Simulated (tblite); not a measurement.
C₄H₇FSi.
Z-matrix (Å and degrees, GFN2-xTB geometry), rows numbered from 1:
```
C 
C   1  1.3144
Si  2  1.8582  1  155.15
C   2  1.5087  1  136.13  3  -167.28
C   4  1.5042  2  116.75  3  -115.30
F   5  1.3823  4  110.96  2   150.29
H   1  1.0819  2  122.18  3   170.85
H   1  1.0788  2  121.82  3   -10.14
H   3  1.4514  2  119.09  4  -100.55
H   3  1.4513  2  118.09  4   103.96
H   4  1.0864  2  114.85  3   110.46
H   5  1.0949  4  111.06  2    32.15
H   5  1.0967  4  112.45  2   -91.25
```

Level: GFN2-xTB in tblite, geometry and Hessian alike; calculated harmonic values, unscaled, isolated species. Against measured fundamentals such values can be off by several per cent, at times by over 20. Modes of hydrogen on silicon can be 10 to 20 % off. One conformer, not necessarily the lowest.

Harmonic wavenumbers (cm⁻¹): 60.7, 104.5, 213.9, 242.2, 287.1, 419.3, 470.3, 503.4, 547.1, 616.8, 664.3, 706.0, 750.3, 893.1, 904.3, 942.7, 996.0, 1017.3, 1069.0, 1129.4, 1196.4, 1274.1, 1319.6, 1420.0, 1452.6, 1762.2, 2362.3, 2364.9, 2913.4, 2945.1, 3000.0, 3037.4, 3082.8.

A = 4111, B = 2059, C = 1472 MHz; mass 102.030 u (most abundant isotopes); point group C1, symmetry number 1.

What is the zero-point energy?

Half the sum of the wavenumbers: 20334 cm⁻¹ = 58.14 kcal/mol.

Give the ideal-gas entropy at 298.15 K and 1 bar in the rigid-rotor, harmonic-oscillator model (classical rotation).

Translation 39.80, rotation 27.65, vibration 18.09: S = 85.5 cal/(mol K).

And Cp and H(298.15 K) − H(0)?

Cp = 29.22 cal/(mol K), of which vibrations give 21.28 (their classical limit is 33 R = 65.6); H(298.15 K) − H(0) = 5.37 kcal/mol without the zero-point energy, 3.00 from vibrations.

Blend soft modes into free rotors: weight 1/[1 + (100 cm⁻¹/ν̃)⁴] for the oscillator and the rest for a rotor with moment μB/(μ + B), μ = h/(8π²ν), B = 10⁻⁴⁴ kg m². What vibrational entropy results?

16.90 cal/(mol K) in place of 18.09, which changes −T·S at 298.15 K by +0.35 kcal/mol.

How do the functions run with temperature in this model?

```json
{"T (K)": "50", "S (cal/(mol K))": "54.8", "Cp (cal/(mol K))": "10.8", "H − H(0) (kcal/mol)": "0.45", "G − H(0) (kcal/mol)": "-2.29", "ln q(vib)": "0.25"}
{"T (K)": "100", "S (cal/(mol K))": "63.4", "Cp (cal/(mol K))": "14.2", "H − H(0) (kcal/mol)": "1.08", "G − H(0) (kcal/mol)": "-5.26", "ln q(vib)": "0.89"}
{"T (K)": "373.15", "S (cal/(mol K))": "92.7", "Cp (cal/(mol K))": "34.4", "H − H(0) (kcal/mol)": "7.76", "G − H(0) (kcal/mol)": "-26.82", "ln q(vib)": "5.33"}
{"T (K)": "500", "S (cal/(mol K))": "103.8", "Cp (cal/(mol K))": "41.5", "H − H(0) (kcal/mol)": "12.59", "G − H(0) (kcal/mol)": "-39.29", "ln q(vib)": "7.53"}
{"T (K)": "750", "S (cal/(mol K))": "122.6", "Cp (cal/(mol K))": "51.1", "H − H(0) (kcal/mol)": "24.27", "G − H(0) (kcal/mol)": "-67.66", "ln q(vib)": "11.77"}
{"T (K)": "1000", "S (cal/(mol K))": "138.2", "Cp (cal/(mol K))": "57.3", "H − H(0) (kcal/mol)": "37.88", "G − H(0) (kcal/mol)": "-100.32", "ln q(vib)": "15.70"}
```

q(vib) and H(0) count from the zero-point level.

Hindered rotation and anharmonicity are outside this model. Other conformers, if any are populated, would add a mixing term that is left out. The structure is chiral; the term R ln 2 for an equal mix with its mirror image is left out.
